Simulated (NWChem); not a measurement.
System: C₃H₄O₂S; SMILES S(C)(=O)(C#C)=O

Excerpt of the output:

```
             Northwest Computational Chemistry Package (NWChem) 7.3.0
             --------------------------------------------------------

                             Geometry "geometry" -> ""
                             -------------------------

 Output coordinates in angstroms (scale by  1.889725989 to convert to a.u.)

  No.       Tag          Charge          X              Y              Z
 ---- ---------------- ---------- -------------- -------------- --------------
    1 C                    6.0000     0.01899800     2.55776400     0.00000000
    2 C                    6.0000    -0.02453600     1.35010200     0.00000000
    3 S                   16.0000    -0.16249300    -0.38685500     0.00000000
    4 C                    6.0000     1.56918000    -0.88352100     0.00000000
    5 O                    8.0000    -0.76176000    -0.78551600    -1.27458000
    6 O                    8.0000    -0.76176000    -0.78551600     1.27458000
    7 H                    1.0000     0.05869200     3.62499800     0.00000000
    8 H                    1.0000     2.05148700    -0.50298500     0.90244400
    9 H                    1.0000     1.56988300    -1.97698800     0.00000000
   10 H                    1.0000     2.05148700    -0.50298500    -0.90244400

 Effective nuclear repulsion energy (a.u.)     303.9035130915

                              NWChem Property Module
                              ----------------------

                                 NWChem DFT Module
                                 -----------------

 Summary of "ao basis" -> "ao basis" (spherical)
 ------------------------------------------------------------------------------
       Tag                 Description            Shells   Functions and Types
 ---------------- ------------------------------  ------  ---------------------
 C                          def2-svp                 6       14   3s2p1d
 S                          def2-svp                 8       18   4s3p1d
 O                          def2-svp                 6       14   3s2p1d
 H                          def2-svp                 3        5   2s1p

            General Information
            -------------------
          SCF calculation type: DFT
          Wavefunction type:  closed shell.
          No. of atoms     :    10
          No. of electrons :    54
           Alpha electrons :    27
            Beta electrons :    27
          Charge           :     0
          Spin multiplicity:     1
          Use of symmetry is: off; symmetry adaption is: off
          Maximum number of iterations: 150
          AO basis - number of functions:   108
                     number of shells:    50
          Convergence on energy requested:  1.00D-06
          Convergence on density requested:  1.00D-05
          Convergence on gradient requested:  5.00D-04

              XC Information
              --------------
                         PBE0 Method XC Functional
                     Hartree-Fock (Exact) Exchange  0.250
          PerdewBurkeErnzerhof Exchange Functional  0.750
            Perdew 1991 LDA Correlation Functional  1.000 local
           PerdewBurkeErnz. Correlation Functional  1.000 non-local

             Grid Information
             ----------------
          Grid used for XC integration:  medium
          Radial quadrature: Mura-Knowles
          Angular quadrature: Lebedev.
          Tag              B.-S. Rad. Rad. Pts. Rad. Cut. Ang. Pts.
          ---              ---------- --------- --------- ---------
          C                   0.70       49          12.0       434
          S                   1.00       88          11.0       590
          O                   0.60       49          12.0       434
          H                   0.35       45          13.0       434
          Grid pruning is: on
          Number of quadrature shells:   513
          Spatial weights used:  Erf1

      Superposition of Atomic Density Guess
      -------------------------------------

 Sum of atomic energies:        -661.60117381

      Non-variational initial energy
      ------------------------------

 Total energy =    -664.654456
 1-e energy   =   -1513.249836
 2-e energy   =     544.691867
 HOMO         =      -0.352836
 LUMO         =       0.022092

   convergence    iter        energy       DeltaE   RMS-Dens  Diis-err
 ---------------- ----- ----------------- --------- --------- ---------
 d= 0,ls=0.0,diis     1   -664.1949658771 -9.68D+02  3.04D-02  2.09D+00
 d= 0,ls=0.0,diis     2   -663.5965638897  5.98D-01  1.96D-02  8.56D+00
 d= 0,ls=0.0,diis     3   -664.4230087648 -8.26D-01  2.89D-03  9.74D-02
 d= 0,ls=0.0,diis     4   -664.4278204065 -4.81D-03  1.44D-03  5.16D-02
 d= 0,ls=0.0,diis     5   -664.4333190648 -5.50D-03  5.63D-04  7.43D-03
  Resetting Diis
 d= 0,ls=0.0,diis     6   -664.4342330503 -9.14D-04  8.50D-05  9.64D-05
 d= 0,ls=0.0,diis     7   -664.4342469830 -1.39D-05  3.13D-05  3.35D-06
 d= 0,ls=0.0,diis     8   -664.4342469622  2.08D-08  1.45D-05  3.54D-06
 d= 0,ls=0.0,diis     9   -664.4342474285 -4.66D-07  2.99D-06  1.86D-07

         Total DFT energy =     -664.434247428511
      One electron energy =    -1514.727332844876
           Coulomb energy =      606.558380846955
    Exchange-Corr. energy =      -60.168808522071
 Nuclear repulsion energy =      303.903513091481

[...]

 DFT Linear Response polarizability / au
 Frequency  =       0.0000000 / au
              X              Y              Z
 -----------------------------------------------
 X      41.7377875     -0.7553457     -0.0000001
 Y      -0.7552808     69.5541968     -0.0000000
 Z      -0.0000001     -0.0000000     40.7456444
 -----------------------------------------------
 Eigenvalues =      41.7172915     69.5746929     40.7456444
 Isotropic   =      50.6792096
 Anisotropic =      28.3557133
 -----------------------------------------------

 Magnetic Dipole Response Matrix (nonzero elements):

 Exiting AOResponse driver routine
```

Level: PBE0/def2-SVP. All runs use the structure optimised with B3LYP/6-31G* (spherical d).

Write an input that gives this output.

This is not unique; one that fits is the input that was run:
```
start job
memory heap 200 mb stack 900 mb global 1100 mb
geometry units angstroms noautosym nocenter noautoz
  C      0.018998     2.557764     0.000000
  C     -0.024536     1.350102     0.000000
  S     -0.162493    -0.386855     0.000000
  C      1.569180    -0.883521     0.000000
  O     -0.761760    -0.785516    -1.274580
  O     -0.761760    -0.785516     1.274580
  H      0.058692     3.624998     0.000000
  H      2.051487    -0.502985     0.902444
  H      1.569883    -1.976988     0.000000
  H      2.051487    -0.502985    -0.902444
end
basis spherical
  * library def2-svp
end
dft
  xc pbe0
  iterations 150
end
property
  response 1 0.0
end
task dft property
```
